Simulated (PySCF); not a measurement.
**Name the molecule from its bond curve**

A diatomic of charge 0 contains As. Its doublet curve at PBE0 in a double-zeta basis (spin-free X2C with a Gaussian nucleus, PySCF), in eV from the separated fragments:

R (Å), E (eV) and a bar:
```
    1.434     -2.576 ##############################
    1.500     -3.578 #############
    1.567     -4.131 ####
    1.617     -4.325 #
    1.667     -4.377 
    1.717     -4.321 #
    1.784     -4.129 ####
    1.867     -3.780 ##########
    1.967     -3.296 ##################
    2.100     -2.640 #############################
```

The fit gives ωe = 1073 cm⁻¹ and the rotational constant Bₑ = 0.5889 cm⁻¹.

Problem. Which atom is the partner?

Solution. The minimum lies at 1.664 Å, so the reduced mass is 16.8576 u Å² cm⁻¹/(Bₑ·Re²) = 10.34 u. With As at 74.92 u the partner weighs about 12.0 u: C. The molecule is AsC.

Spin–orbit coupling is left out. The state was picked by a PBE0 search and need not be the measured ground state.
